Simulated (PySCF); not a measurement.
**Electric field gradients and quadrupole coupling constants**

C3H11F2NSi2.
Z-matrix (Å and degrees, GFN2-xTB geometry), rows numbered from 1:
```
C 
N   1  1.4440
Si  2  1.7133  1  122.24
C   3  1.9107  2  106.49  1  -175.19
Si  4  1.9002  3  112.40  2   163.84
C   4  1.4989  3  111.42  2   -73.67
F   6  1.3602  4  111.69  3   -62.78
F   6  1.3675  4  112.57  3    54.82
H   1  1.0913  2  110.06  3   155.34
H   1  1.0945  2  112.52  3   -83.43
H   1  1.0872  2  108.66  3    36.20
H   2  1.0100  1  111.35  3   148.14
H   3  1.4700  2  117.70  1    63.21
H   3  1.4657  2  106.00  1   -59.51
H   4  1.0913  3  108.67  2    43.38
H   5  1.4681  4  108.35  3   174.64
H   5  1.4588  4  110.28  3    54.50
H   5  1.4601  4  107.70  3   -66.85
H   6  1.1022  4  114.19  3   175.89
```

Field gradients from the PBE0/pcSseg-1 density (PySCF, non-relativistic), principal values in atomic units, ordered |Vxx| ≤ |Vyy| ≤ |Vzz|:

| atom | Vxx | Vyy | Vzz |
| --- | --- | --- | --- |
| N2 | 0.3395 | 0.6922 | -1.0317 |

Find the asymmetry η = (Vxx − Vyy)/Vzz and the couplings χ = eQV/h (234.96 MHz × Q in barn × V in au), with Q(14N) = 0.02044 b.

| atom | environment | nucleus | η | χzz (MHz) | χxx (MHz) | χyy (MHz) |
| --- | --- | --- | --- | --- | --- | --- |
| N2 | silicon-bound nitrogen | 14N | 0.34 | -4.955 | 1.631 | 3.324 |

The tensor is traceless: Vxx + Vyy + Vzz = 0.

What is Vzz at N2 in SI units (1 au = 9.71736 × 10²¹ V/m²)?

-1.0317 au = -10.025 × 10²¹ V/m².

And the gradient at the other heavy atoms, for which no coupling is worked out here?

| atom | environment | Vzz (au) | η |
| --- | --- | --- | --- |
| C1 | N-methyl carbon | 0.235 | 0.03 |
| Si3 | SiH2 silicon | 0.250 | 0.93 |
| C4 | sp3 carbon bound to silicon | 0.106 | 0.97 |
| Si5 | SiH3 silicon | 0.208 | 0.33 |
| C6 | CHF2 carbon | -0.549 | 0.72 |
| F7 | fluorine of a CF2 group | 2.885 | 0.12 |
| F8 | fluorine of a CF2 group | 2.854 | 0.08 |

What couplings would deuterons (Q(2H) = 0.00286 b) have in place of the hydrogens, at this geometry?

```
atom  bonded to  bond length (Å)  Vzz (au)     η  χzz (kHz)
  H9         C1            1.091    0.3043  0.05        204
 H10         C1            1.095    0.2971  0.04        200
 H11         C1            1.087    0.3098  0.07        208
 H12         N2            1.010    0.4119  0.18        277
 H13        Si3            1.470    0.1549  0.03        104
 H14        Si3            1.466    0.1592  0.05        107
 H15         C4            1.091    0.3116  0.06        209
 H16        Si5            1.468    0.1588  0.03        107
 H17        Si5            1.459    0.1653  0.02        111
 H18        Si5            1.460    0.1650  0.01        111
 H19         C6            1.102    0.2661  0.04        179
```

Isolated species at its GFN2-xTB geometry (one conformer only). GFN2-xTB bond lengths can be off by several hundredths of an ångström, more for odd bonds, and the gradients follow them. With so small a basis the couplings can be 20 % off.
